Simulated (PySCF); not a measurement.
CHCl2NO2Si, SMILES O=C=N[Si](O)(Cl)Cl.

Coordinates come from a ωB97X-D3(BJ)/def2-SVP optimisation. This is a generated structure with no PubChem entry under its InChIKey; it may be hypothetical. One conformer was computed; it need not be the lowest.

These are TDDFT-M06-2X/def2-SVPD (PySCF 2.14.0) values and carry that method's errors.

Vertical excitations. 

Computed UV-visible absorptions:
```
state  energy (eV)  λ (nm)      f                                                                   main pairs
-----  -----------  ------  -----  ---------------------------------------------------------------------------
S1            6.90     180  0.000     HOMO→LUMO+1 34 %, HOMO−1→LUMO+3 15 %, HOMO→LUMO+4 8 %, HOMO−3→LUMO+1 6 %
S2            7.37     168  0.001    HOMO−1→LUMO+1 22 %, HOMO→LUMO+3 18 %, HOMO→LUMO+1 11 %, HOMO−1→LUMO+3 9 %
S3            7.40     168  0.001     HOMO−1→LUMO+3 29 %, HOMO→LUMO+1 11 %, HOMO→LUMO+3 9 %, HOMO−1→LUMO+1 8 %
S4            8.00     155  0.002                                                               HOMO→LUMO 69 %
S5            8.09     153  0.004                                                             HOMO−1→LUMO 69 %
S6            8.29     150  0.039                                         HOMO−2→LUMO 39 %, HOMO−2→LUMO+1 30 %
S7            8.50     146  0.011      HOMO−3→LUMO+1 23 %, HOMO→LUMO+2 18 %, HOMO−3→LUMO 15 %, HOMO→LUMO+6 8 %
S8            8.60     144  0.084     HOMO−1→LUMO+2 23 %, HOMO−4→LUMO 10 %, HOMO→LUMO+3 8 %, HOMO−1→LUMO+3 8 %
S9            8.68     143  0.131  HOMO−2→LUMO+1 22 %, HOMO−2→LUMO 20 %, HOMO−1→LUMO+1 15 %, HOMO−5→LUMO+1 6 %
S10           8.77     141  0.038  HOMO−3→LUMO+1 13 %, HOMO−2→LUMO+3 13 %, HOMO−4→LUMO+1 11 %, HOMO→LUMO+2 6 %
T1            6.58     188      0     HOMO−1→LUMO+1 26 %, HOMO→LUMO+3 21 %, HOMO−1→LUMO+4 7 %, HOMO→LUMO+5 6 %
T2            6.89     180      0                        HOMO→LUMO+1 44 %, HOMO−1→LUMO+1 10 %, HOMO→LUMO+4 9 %
T3            6.98     178      0    HOMO→LUMO+3 20 %, HOMO−1→LUMO+1 16 %, HOMO−1→LUMO+3 11 %, HOMO→LUMO+1 8 %
T4            7.11     174      0   HOMO−1→LUMO+3 41 %, HOMO−1→LUMO+5 10 %, HOMO−1→LUMO+2 8 %, HOMO→LUMO+3 6 %
```
Triplets are in the Tamm–Dancoff approximation, which puts them higher than full response would, so one can lie above its singlet here.
